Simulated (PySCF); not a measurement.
P+ (phosphorus, charge +1) across methods

[Ne] 3s2 3p2, high-spin 3P determinant. Calculation: PySCF 2.14, in aug-cc-pCVQZ-DK (10s9p7d5f3g, 134 functions); the spin-free X2C one-electron Hamiltonian (Gaussian nucleus).

```
 method  E (hartree)  mean ε 3s α (eV)  mean ε 3s β (eV)  mean ε 3p α (eV)  Σ⟨r²⟩ (bohr²)   ⟨S²⟩
   PW91    -341.6992           -24.045           -22.000           -15.024          20.58  2.004
r2SCANh    -341.6784           -25.322           -22.505           -15.887          20.54  2.009
 r2SCAN    -341.6794           -24.629           -22.039           -15.403          20.54  2.009
 M06-2X    -341.7044           -27.280           -24.512           -17.194          20.59  2.003
    UHF   -341.17077           -31.054           -25.511           -19.723          20.78  2.013
    PBE    -341.5546           -23.990           -21.938           -14.974          20.59  2.004
   PBE0    -341.5812           -25.945           -23.168           -16.321          20.56  2.005
```

Problem. Estimate the same row for LDA.

Solution. E (hartree) = -340.4277; mean ε 3s α (eV) = -24.004; mean ε 3s β (eV) = -22.126; mean ε 3p α (eV) = -14.907; Σ⟨r²⟩ (bohr²) = 20.62; ⟨S²⟩ = 2.002.
